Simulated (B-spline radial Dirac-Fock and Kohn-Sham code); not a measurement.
## Tm²⁷⁺: scattering cross sections and density moments

System: Tm²⁷⁺, configuration [Kr] 4d6.

Model: Dirac-Fock densities. Program: an atomic code on a B-spline grid.

| Quantity | Value |
| --- | --- |
| Sum of ⟨r⟩ | 11.13 bohr |
| Sum of ⟨r²⟩ | 4.645 bohr² |
| Sum of ⟨1/r⟩ | 453.69 per bohr |
| Langevin diamagnetic susceptibility | -3.68 × 10⁻⁶ cm³/mol |
| Lamb shielding (α²/3)Σ⟨1/r⟩ | 8053 ppm |

Coherent scattering is the Thomson cross section weighted by f₀², without anomalous dispersion; incoherent scattering is Klein-Nishina weighted by S. The Lamb formula is the non-relativistic shielding expression. Electron correlation is left out. A dash stands where the photon energy is too low for the impulse approximation behind that column.

```
hν (keV)  coherent (b)  incoherent (b)  incoherent per electron (b)
       1          1167               –                            –
       2          1149               –                            –
 17.4793         475.3           7.665                        0.183
      50         124.2           14.52                        0.346
     100         41.31           16.42                        0.391
     200         12.19           15.39                        0.367
     500         2.201           11.76                        0.280
    1000        0.5714           8.759                        0.209
```

Incoherent scattering overtakes coherent scattering between 100 and 200 keV.

Values without a named source are computed, but for edge energies of neutral atoms, which are taken from tables.
